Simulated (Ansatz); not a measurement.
Relaxation of CH6FSn (9 atoms, charge 0, multiplicity 2), to a largest force component of 0.03 eV/Å in at most 50 steps.

Level of theory: UKS BHLYP-D4/def2-SVP (Ansatz).

```xyz
9
Properties=species:S:1:pos:R:3
Sn 0.266 0.022 -0.242
H 0.290 -0.090 2.698
H 1.430 0.195 -1.508
H -0.742 1.413 -0.183
C -0.937 -1.735 -0.624
H -1.651 -1.874 0.190
H -1.481 -1.594 -1.563
H -0.303 -2.619 -0.707
F -0.626 -0.224 2.746
```

Question: Where does it end, and by what steps?

Answer: The forces met the threshold. After 15 steps the energy has fallen by 0.035 eV; H2 moved furthest, 0.58 Å.

| step | energy less start (eV) | largest force component (eV/Å) | accepted |
| --- | --- | --- | --- |
| 0 | 0.0000 | 0.669 | yes |
| 1 | -0.0027 | 0.567 | yes |
| 2 | 0.0204 | 1.881 | no |
| 3 | -0.0094 | 0.556 | yes |
| 4 | -0.0183 | 0.117 | yes |
| 5 | -0.0214 | 0.434 | yes |
| 6 | -0.0231 | 0.656 | yes |
| 7 | -0.0259 | 0.323 | yes |
| 8 | -0.0269 | 0.421 | yes |
| 9 | 0.0218 | 2.258 | no |
| 10 | -0.0337 | 0.044 | yes |
| 11 | -0.0317 | 0.149 | no |
| 12 | -0.0345 | 0.126 | yes |
| 13 | -0.0348 | 0.095 | yes |
| 14 | -0.0349 | 0.147 | yes |
| 15 | -0.0353 | 0.009 | yes |

```xyz
9
Properties=species:S:1:pos:R:3
Sn 0.413 0.114 -0.442
H -0.058 -0.545 2.761
H 1.336 0.203 -1.897
H -0.557 1.529 -0.332
C -0.833 -1.656 -0.456
H -1.312 -1.740 0.520
H -1.596 -1.555 -1.232
H -0.232 -2.544 -0.655
F -0.914 -0.312 2.539
```

Whether the end is a true minimum wasn't checked by a vibrational analysis.

The run took 93 s on 2 threads of Intel(R) Xeon(R) Platinum 8175M CPU @ 2.50GHz (Skylake/Cascade Lake), on a shared host, peak memory 0.25 GiB.
